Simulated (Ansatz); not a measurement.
Molecule: methylhydroxycarbene, C2H4O, net charge 0, singlet state. SMILES: O[C]C
Coordinates optimised at B3LYP-D3(BJ)/def2-TZVP (Ansatz, a program for electronic structure):
```xyz
7

C      1.0833    -0.3696     0.0143
C     -0.1145     0.2918    -0.5715
O     -1.1364     0.2785     0.2315
H      1.3952    -1.1729    -0.6596
H      1.9063     0.3509     0.0163
H      0.9397    -0.7737     1.0339
H     -0.9626    -0.1653     1.1007
```
Charge 0, spin multiplicity 1.

Parts of the frozen-core correlation energy in 6-31G* (Ansatz, hartree). Frozen orbitals: 3; correlated occupied orbitals by spin: 9 and 9; virtual: 41 and 41. No spin-orbit coupling. Non-relativistic. The restricted reference is unstable.

```tsv
term	value
reference (HF)	-152.82420
MP2 opposite-spin	(withheld)
MP2 same-spin	-0.10415
CCSD correlation	(withheld)
(T)	(withheld)
T1 diagnostic	0.018
largest doubles amplitude	0.073
```

**Question.** What belongs in the gaps?

**Answer.** 
- MP2 opposite-spin, value: -0.31620
- CCSD correlation, value: -0.45277
- (T), value: -0.01295
